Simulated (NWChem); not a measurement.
System: SnH3OBr; SMILES [OH][SnH2][Br]

```xyz
6

Sn    -0.2956    -0.8110    -0.0007
O      1.4639    -1.7113    -0.0508
Br     0.0904     1.6590    -0.0054
H     -1.0397    -1.2586    -1.4622
H     -1.1188    -1.1620     1.4554
H      2.0647    -1.4045     0.6384
```
Atoms are numbered in this order, from 1.

Results from NWChem. Geometry: optimised at PBE0/def2-SVP. def2 effective core potentials on Sn; no spin-orbit coupling. Level M06-L/def2-SVP: energy and gradient on several grids; changes count from the extra-fine grid, which is no exact limit either.

| grid | size of the energy change (μHa) | largest change of a gradient component (μHa/bohr) |
|---|---|---|
| xcoarse | 7000 | 10000 |
| coarse | 60 | 2000 |
| medium | 30 | 400 |
| fine | < 10 | 300 |
| xfine | < 10 | < 30 |
